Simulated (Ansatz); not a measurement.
`Cl[SiH2][S][GeH3]` + `[GeH3][SeH]` → `[GeH3][Se][GeH3]` + `S[SiH2]Cl`  (ligand exchange at a Ge–S bond)

Gas-phase electronic energies from Ansatz, PBE0-D4/def2-TZVP geometries. CCSD(T)/CBS adds triple-zeta CCSD(T) − MP2 to the extrapolated MP2 energy (def2 sets, frozen cores). Functionals use def2-TZVPP. B3LYP here is the variant with VWN-RPA as its local correlation; programs differ in this. For Ge, Se outer-core shells are correlated without core-valence functions, which leaves a few kJ/mol of doubt a bond. Scalar relativity is left out up to krypton. One conformer a species, not always the lowest.

| level | ΔE (kcal/mol) | difference from CCSD(T)/CBS |
| --- | --- | --- |
| BLYP-D4 | -3.7 | -0.1 |
| PBE0-D4 | -3.6 | 0.0 |
| B2PLYP | -3.8 | -0.2 |
| PBE-QIDH | -3.6 | 0.0 |
| PBE | -3.7 | -0.1 |
| PBE0 | -3.7 | -0.1 |
| B3LYP | -4.0 | -0.4 |
| CAM-B3LYP | -3.6 | 0.0 |
| HF/def2-TZVPP | -4.0 | -0.4 |
| CCSD/def2-TZVPP | -3.7 | -0.1 |
| CCSD(T)/CBS | -3.6 | 0 |

(1) What do rigid-rotor, harmonic-oscillator terms from PBE0-D4/def2-TZVP frequencies (298.15 K, 1 bar) make of the CCSD(T)/CBS value? (Best estimate.)

Largest T1 diagnostic among the species: 0.011.

Answers

(1) Ansatz gave: ΔZPE = +0.3 kcal/mol, ΔH = -3.3 kcal/mol, ΔS = -8 J/(mol·K), ΔG = -2.8 kcal/mol. Modes under 50 cm⁻¹ make the entropy rough.

Leaving LDA and LC-ωPBE aside and taking each functional with its dispersion term where it has one, the values, not all of them listed here, spread over 1.6 kcal/mol, from BHLYP-D4 to B97M-V.
